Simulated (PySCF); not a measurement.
Molecule: N-tert-Butylacetamide (CC(=O)NC(C)(C)C, C$_{6}$H$_{13}$NO).

Atom-mapped SMILES (the numbers label the heavy atoms): `[CH3:1][C:2](=[O:3])[NH:4][C:5]([CH3:6])([CH3:7])[CH3:8]`. Hydrogens are named by the atom that carries them.

Geometry PBE0-D3(BJ)/def2-SVP throughout; GIAO in PySCF 2.14, gas phase, one conformer, non-relativistic; equivalent atoms averaged; functional PBE0.

Q: How do the absolute shieldings σ depend on the basis set? (ppm; last column core-seconds on shared hosts with different chips, so compare them loosely)

A: 
```csv
basis set,functions,C2,C5,C6/C7/C8,C1,O3,N4,H(N4),H(C1),H(C6)/H(C7)/H(C8),core-s
STO-3G,53,127.6,185.3,209.6,210.9,-66.8,226.5,29.25,31.02,31.51,11
pcSseg-0,98,15.5,143.9,161.7,165.3,-146.8,125.0,29.66,30.74,31.34,12
6-31G,98,41.0,150.4,170.7,174.7,-96.0,134.1,28.50,30.68,31.07,23
6-31G*,138,39.1,146.3,166.6,171.3,-63.1,136.2,28.05,30.32,30.63,35
cc-pVDZ,177,36.4,145.8,167.8,173.3,-73.8,134.0,27.33,29.69,30.03,28
def2-SVP,177,33.5,146.7,165.8,171.5,-75.1,134.3,27.43,29.74,30.12,25
pcSseg-1,201,14.8,134.4,155.2,159.7,-111.7,114.3,27.09,29.46,29.95,27
"6-311+G(2d,p)",294,18.0,135.7,158.5,163.1,-94.3,114.4,27.13,29.77,30.26,110
aug-cc-pVDZ,301,30.5,144.2,167.2,172.1,-65.8,130.3,26.76,29.56,30.06,63
def2-TZVP,326,16.7,134.9,157.8,162.5,-97.3,116.3,27.04,29.76,30.22,69
```

Q: Which nucleus moves most, in ppm?

A: C2 (amide carbonyl carbon): from 14.8 ppm with pcSseg-1 to 127.6 ppm with STO-3G. The smallest spread is 1.56 ppm, at H(C6)/H(C7)/H(C8). Proton shifts span only some 12 ppm, so a few tenths of a ppm matter as much there as several ppm in carbon.

Q: Taking the largest basis, def2-TZVP (326 functions), as the yardstick, rank the others by their worst heavy-atom deviation.

A: 6-311+G(2d,p) 3.0 ppm (294 functions), pcSseg-1 14.4 ppm (201 functions), def2-SVP 22.2 ppm (177 functions), cc-pVDZ 23.4 ppm (177 functions), 6-31G 24.3 ppm (98 functions), aug-cc-pVDZ 31.5 ppm (301 functions), 6-31G* 34.2 ppm (138 functions), pcSseg-0 49.6 ppm (98 functions), STO-3G 110.9 ppm (53 functions).

A small basis that lands close on one nucleus may do so by chance; judge by the trend and by all nuclei.
